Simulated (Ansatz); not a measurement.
A nudged elastic band was laid between two geometries of C₂H₇AlSSi (12 atoms, charge 0, multiplicity 1).

Method: Ansatz 0.2.0, RKS BHLYP/def2-SVP.

```json
{
  "movable images": "5",
  "climbing image": "yes",
  "spring": "0.1 eV/Å²",
  "optimiser": "quadratic models (default)",
  "start path": "through a guess of the saddle point",
  "force threshold": "0.05 eV/Å",
  "iteration limit": "60",
  "end points": "relaxed"
}
```

First end point:

```xyz
12
Properties=species:S:1:pos:R:3
C 1.302 -0.229 -1.126
C 0.277 -0.353 -0.268
Al 0.475 -1.624 1.200
Si -1.222 0.729 -0.477
S -1.510 1.941 1.287
H 1.289 0.458 -1.976
H 2.221 -0.809 -1.032
H 1.902 -2.266 1.400
H -0.743 -2.040 2.105
H -1.084 1.578 -1.685
H -2.474 -0.056 -0.555
H -0.357 2.617 1.163
```

Last end point:

```xyz
12
Properties=species:S:1:pos:R:3
C 1.294 -0.406 -1.301
C 0.360 -0.306 -0.343
Al 0.602 -1.393 1.256
Si -1.027 0.920 -0.552
S -1.121 2.288 1.120
H 1.275 0.187 -2.218
H 2.142 -1.090 -1.227
H 1.874 -2.320 1.334
H -0.462 -1.359 2.419
H -0.804 1.770 -1.745
H -2.333 0.228 -0.664
H -1.723 1.427 1.955
```

Q: Which bonds break or form, and what moves?

A: No bond is made or broken. The dihedral C2–Si4–S5–H12 goes from 63 to -78°.

Q: Give the energies along the band, and the barrier.

A: The forces met the threshold. The highest image is number 3 of 0 to 6, 0.119 eV above the first end and 0.096 eV above the last; the last end lies 0.023 eV above the first. Another band between the same ends (5 images) ends at a top of the same energy, where a vibrational analysis finds 1 clearly imaginary mode.

```json
{"image": "0", "path coordinate (Å)": "0.00", "energy (eV)": "0.000", "dihedral C2–Si4–S5–H12 (°)": "63"}
{"image": "1", "path coordinate (Å)": "0.42", "energy (eV)": "0.019", "dihedral C2–Si4–S5–H12 (°)": "44"}
{"image": "2", "path coordinate (Å)": "0.85", "energy (eV)": "0.080", "dihedral C2–Si4–S5–H12 (°)": "18"}
{"image": "3", "path coordinate (Å)": "1.31", "energy (eV)": "0.119", "dihedral C2–Si4–S5–H12 (°)": "-11"}
{"image": "4", "path coordinate (Å)": "2.02", "energy (eV)": "0.075", "dihedral C2–Si4–S5–H12 (°)": "-51"}
{"image": "5", "path coordinate (Å)": "2.75", "energy (eV)": "0.039", "dihedral C2–Si4–S5–H12 (°)": "-71"}
{"image": "6", "path coordinate (Å)": "3.49", "energy (eV)": "0.023", "dihedral C2–Si4–S5–H12 (°)": "-78"}
```

Q: What is the geometry of the highest image?

A: 
```xyz
12
Properties=species:S:1:pos:R:3
C 1.308 -0.143 -1.089
C 0.274 -0.268 -0.241
Al 0.489 -1.581 1.185
Si -1.256 0.754 -0.549
S -1.371 2.394 0.860
H 1.300 0.530 -1.949
H 2.232 -0.712 -0.973
H 1.861 -2.355 1.240
H -0.659 -1.861 2.226
H -1.238 1.336 -1.912
H -2.470 -0.085 -0.420
H -0.393 1.936 1.655
```

Run time: 2.9 min on 2 threads of Arm Neoverse V2 (shared host), peak memory 0.28 GiB.
